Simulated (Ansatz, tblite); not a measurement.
Cost and result up the ladder for Ga₄O₉H₆ (the lowest singlet isomer of a short search) (19 atoms). Charge 0, multiplicity 1. Geometry: r2SCAN-D4/def2-SVP.

```
atom    x (Å)    y (Å)    z (Å)
 Ga1   1.1119   1.1723   0.4905
 Ga2  -0.8834  -0.6117  -1.1293
 Ga3  -1.9379   1.8689  -0.1260
 Ga4   1.1103  -2.0063  -0.1781
  O5  -1.6829   0.9043  -1.9122
  O6   0.4668  -0.2126   1.8855
  O7   0.9930  -1.5596   1.6666
  O8  -0.3051   2.2961   0.4093
  O9  -1.9372  -0.0274   0.4449
 O10   0.9128  -0.1404  -0.8018
 O11  -0.5398  -2.3467  -1.0266
 O12   2.7521   1.7200   0.8819
 O13   2.5208  -3.0441  -0.4844
 H14  -0.5031  -0.3085   1.7439
 H15   2.7543   2.5038   1.4460
 H16  -2.7435  -0.5351   0.6231
 H17  -3.2745   2.6236  -0.0849
 H18   2.3669  -3.6381  -1.2307
 H19  -1.1817   1.3416  -2.6177
```

Ansatz on 4 threads of Arm Neoverse V1 on a shared host; xTB runs through tblite on one thread. Times are rough, summed over both states, and most runs start from the orbitals of an earlier one. PBE0-D4/def2-SVP serves as the yardstick here, not as an exact answer. The other state is a triplet.

The xTB rows come from tblite. The structure holds one bond between oxygen atoms, so isomers without such links may lie far lower. HOMO above LUMO, or a gap near zero within one spin, warns that the state may not be the lowest or that an electron is smeared out. The structure comes from a short search, and lower isomers may exist.

xTB has no spin-polarisation term.

```csv
level,functions,wall time,vertical triplet (eV),difference from PBE0-D4/def2-SVP (eV),remarks
GFN1-xTB,84,0.051 s,5.60,1.29,–
GFN2-xTB,78,0.052 s,3.48,-0.83,–
PBE-D4/def2-SVP,284,68 s,4.02,-0.29,gap within one spin near zero (triplet)
PBE0-D4/def2-SVP,284,2.1 min,4.31,0.00,–
r2SCAN-D4/def2-SVP (with forces),284,3 min,4.17,-0.14,–
```
